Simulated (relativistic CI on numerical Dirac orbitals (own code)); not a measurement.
# Pt³⁵⁺: computed level list

These numbers are calculated, not measured: Dirac-Coulomb-Breit CI, KLI orbitals optimised for each configuration, model QED (radiative potential, 1s self-energy scaled to tabulated hydrogen-like ionisation energies), unscaled Slater integrals (own radial code, finite nucleus).

Configuration list (outside the closed core [Ar] 3d10): 4s2.4p6.4d7, 4s2.4p6.4d6.4f, 4s2.4p5.4d8, 4s.4p6.4d8, 4s2.4p5.4d7.4f, 4s.4p6.4d7.4f, 4s2.4p6.4d6.5s, 4s2.4p6.4d5.4f.5s, 4s2.4p6.4d6.5p, 4s2.4p5.4d7.5s, 4s2.4p6.4d6.5f, 4s2.4p6.4d5.5s.5p, 4p6.4d8.4f, 4s2.4p6.4d6.6s, 4s.4p6.4d7.5s, 4p6.4d9, 4p5.4d10, 4p5.4d9.4f, 4s2.4p6.4d5.5s2, 4s2.4p6.4d4.4f.5s2, 4s2.4p5.4d5.4f.5s2, 4s.4p6.4d5.4f.5s2, 4p6.4d8.5s, 4p5.4d9.5s, 4p5.4d8.4f.5s, 4p6.4d7.5s2, 4p6.4d6.4f.5s2, 4p5.4d8.5s2, 4p5.4d7.4f.5s2. Double excitations out of closed p, d and f shells are left out; levels of such configurations are missing from the list, as are those of other unlisted configurations, and high levels can miss mixing partners.

The lowest level is 4s2.4p6.4d7 4F_9/2, with 61 % of that term; Hund's rules for 4s2.4p6.4d7 give 4F with J = 9/2, in agreement.

| No. | Configuration | Term | J | E (eV) | % | Landé g | jj configuration (%) |
| --- | --- | --- | --- | --- | --- | --- | --- |
| 1 | 4s2.4p6.4d7 | 4F | 9/2 | 0.000 | 61 | 1.233 | 4d5/2^3 (97) |
| 2 | 4s2.4p6.4d7 | 2P | 3/2 | 5.575 | 49 | 1.216 | 4d5/2^3 (98) |
| 3 | 4s2.4p6.4d7 | 2D | 5/2 | 8.838 | 48 | 1.228 | 4d5/2^3 (94) |
| 4 | 4s2.4p6.4d7 | 4F | 7/2 | 21.281 | 86 | 1.190 | 4d3/2^3 4d5/2^4 (98) |
| 5 | 4s2.4p6.4d7 | 2H | 9/2 | 24.569 | 36 | 1.109 | 4d3/2^3 4d5/2^4 (97) |
| 6 | 4s2.4p6.4d7 | 4P | 3/2 | 25.694 | 35 | 1.004 | 4d3/2^3 4d5/2^4 (98) |
| 7 | 4s2.4p6.4d7 | 4P | 5/2 | 26.391 | 58 | 1.383 | 4d3/2^3 4d5/2^4 (96) |
| 8 | 4s2.4p6.4d7 | 4P | 1/2 | 27.338 | 51 | 1.700 | 4d3/2^3 4d5/2^4 (99) |
| 9 | 4s2.4p6.4d7 | 2H | 11/2 | 28.110 | 99 | 1.086 | 4d3/2^3 4d5/2^4 (99) |
| 10 | 4s2.4p6.4d7 | 2F | 7/2 | 30.922 | 48 | 1.019 | 4d3/2^3 4d5/2^4 (96) |
| 11 | 4s2.4p6.4d7 | 2F | 5/2 | 33.193 | 65 | 0.983 | 4d3/2^3 4d5/2^4 (96) |
| 12 | 4s2.4p6.4d7 | 2D | 3/2 | 41.306 | 85 | 0.784 | 4d3/2^3 4d5/2^4 (93) |
| 13 | 4s2.4p6.4d7 | 4F | 5/2 | 46.361 | 58 | 1.108 | 4d3/2^2 4d5/2^5 (96) |
| 14 | 4s2.4p6.4d7 | 4P | 3/2 | 47.862 | 37 | 1.183 | 4d3/2^2 4d5/2^5 (95) |
| 15 | 4s2.4p6.4d7 | 2H | 9/2 | 50.031 | 58 | 0.999 | 4d3/2^2 4d5/2^5 (99) |
| 16 | 4s2.4p6.4d7 | 2P | 1/2 | 50.327 | 51 | 1.628 | 4d3/2^2 4d5/2^5 (99) |
| 17 | 4s2.4p6.4d7 | 2F | 7/2 | 51.679 | 50 | 1.047 | 4d3/2^2 4d5/2^5 (94) |
| 18 | 4s2.4p6.4d7 | 2D | 5/2 | 62.734 | 72 | 1.164 | 4d3/2^2 4d5/2^5 (97) |
| 19 | 4s2.4p6.4d7 | 2D | 3/2 | 74.305 | 56 | 0.856 | 4d3/2 4d5/2^6 (96) |
| 20 | 4s2.4p5.4d8 | 4G° | 11/2 | 202.605 | 88 | 1.254 | 4p3/2^3 4d5/2^4 (92) |
| 21 | 4s2.4p5.4d8 | 4F° | 9/2 | 204.671 | 46 | 1.240 | 4p3/2^3 4d5/2^4 (74) |
| 22 | 4s2.4p5.4d8 | 2D° | 5/2 | 204.973 | 51 | 1.183 | 4p3/2^3 4d5/2^4 (87) |
| 23 | 4s2.4p5.4d8 | 2P° | 1/2 | 206.900 | 36 | 1.176 | 4p3/2^3 4d5/2^4 (71) |
| 24 | 4s2.4p5.4d8 | 2F° | 7/2 | 207.505 | 49 | 1.236 | 4p3/2^3 4d5/2^4 (89) |
| 25 | 4s2.4p5.4d8 | 4D° | 7/2 | 209.058 | 25 | 1.267 | 4p3/2^3 4d5/2^4 (45) |
| 26 | 4s2.4p5.4d8 | 2P° | 3/2 | 211.969 | 21 | 1.310 | 4p3/2^3 4d5/2^4 (49) |
| 27 | 4s2.4p6.4d6.4f | 4G° | 9/2 | 213.025 | 22 | 1.093 | 4d5/2^2 4f5/2 (86) |
| 28 | 4s2.4p6.4d6.4f | 6G° | 11/2 | 213.908 | 23 | 1.190 | 4d5/2^2 4f5/2 (77) |
| 29 | 4s2.4p6.4d6.4f | 4D° | 5/2 | 215.133 | 16 | 1.222 | 4d5/2^2 4f5/2 (67) |
| 30 | 4s2.4p6.4d6.4f | 4D° | 3/2 | 216.830 | 27 | 1.228 | 4d5/2^2 4f5/2 (90) |

Energies count from the lowest computed level; ° marks odd parity. Filled j subshells are mostly left out of the jj labels.

The mean weight of the leading LS term, summed over parents, in these 30 levels is 50 %, and that of the leading jj configuration (from the same eigenvectors) 89 %, so jj coupling describes them better and the LS labels are nominal.

At this charge energies of transitions that change n are usually good to better than 1 %, and those within a shell (Δn = 0) to a few per cent. Terms inside the open d or f shell come out 10 to 20 % too wide with unscaled integrals.

LS names give the leading component of a level, which can be under half, so a name can repeat, a term be missing and a line seem to break the LS rules.
